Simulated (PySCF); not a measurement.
An unknown is described by computed data only.

Formula: C9H8FN.

- 1H NMR: chemical shifts (computed TMS as zero) by class: 6.38 (1 H), 5.51 (1 H), 5.44 (1 H), 3.77 (1 H), 3.48 (1 H), 2.77 (1 H), 2.43 (1 H), 1.95 (1 H) ppm [GIAO PBE0/pcSseg-1]
- 13C NMR: chemical shifts (computed TMS as zero) by class: 143.9 (1 C), 137.2 (1 C), 124.3 (1 C), 88.6 (1 C), 82.9 (1 C), 80.5 (1 C), 31.7 (1 C), 30.5 (1 C), 26.9 (1 C) ppm [GIAO PBE0/pcSseg-1]
- Rotational structure: rotational constants A, B, C: 1.304, 0.801, 0.600 GHz [GFN2-xTB]
- Dipole: 3.49 D [PBE0/pcSseg-1]
- NMR, other nuclei: isotropic shieldings of nuclei other than C and H, by class: -34 (1 N), 421 (1 F) ppm [GIAO PBE0/pcSseg-1]

Electronic properties: PySCF, gas phase, density fitting. Levels stand in brackets. The structure is a single GFN2-xTB conformer in the gas phase; no vibrational or solvent corrections. NMR classes are plain means over equivalent atoms (diastereotopic ones count apart unless rotation or inversion swaps them), as if these changed places fast.

Q: What is the compound? Reason from the data.

A: Numbering: `[CH:1]#[C:2][C@@H:3]1[CH2:4][C@H:5]([C:6]#[N:7])/[C:8]1=[CH:9]/[CH2:10][F:11]`. Its formula, C9H8FN, gives 6 degrees of unsaturation: 1 ring and 5 π bonds in the structure found. 9 carbons fall into 9 classes; from least to most shielded: fully substituted alkene carbon [C8] (143.9 ppm), alkene CH carbon [C9] (137.2 ppm), nitrile carbon [C6] (124.3 ppm), alkyne carbon [C2] (88.6 ppm), sp3 C–F carbon [C10] (82.9 ppm), terminal alkyne carbon [C1] (80.5 ppm), four-membered-ring carbon [C4] (31.7 ppm), allylic carbon [C3] (30.5 ppm), sp3 carbon next to a nitrile [C5] (26.9 ppm). Hydrogen classes from least to most shielded: 1 H on an alkene CH carbon, C9 (6.38 ppm), 1 H on an sp3 C–F carbon, C10 (5.51 ppm), 1 H on an sp3 C–F carbon, C10 (5.44 ppm), 1 H on an allylic carbon, C3 (3.77 ppm), 1 H on an sp3 carbon next to a nitrile, C5 (3.48 ppm), 1 H on a four-membered-ring carbon, C4 (2.77 ppm), 1 H on a four-membered-ring carbon, C4 (2.43 ppm), 1 H on a terminal alkyne carbon, C1 (1.95 ppm). The other shieldings belong to: -34 ppm, nitrile nitrogen [N7]; 421 ppm, alkyl fluorine [F11]. The optimised geometry has point group C1 and is an asymmetric top. Structure: `[C@H]1(/C([C@H](C#C)C1)=C/CF)C#N`. Computed isomers that give other values at the same levels: `CCc1cc(C#N)ccc1F` (13C chemical shifts (computed TMS as zero) by class: 172.8 (1 C), 142.4 (1 C), 140.3 (1 C), 139.4 (1 C), 124.0 (1 C), 122.5 (1 C), 113.4 (1 C), 27.7 (1 C), 19.9 (1 C) ppm). The assignments are read from this structure; whether some other isomer fits the data as well wasn't checked. The mirror image fits equally.

Shape of the structure used: `[CH:1]#[C:2][C@@H:3]1[CH2:4][C@H:5]([C:6]#[N:7])/[C:8]1=[CH:9]/[CH2:10][F:11]`: C8–C9–C10–F11 -133°.
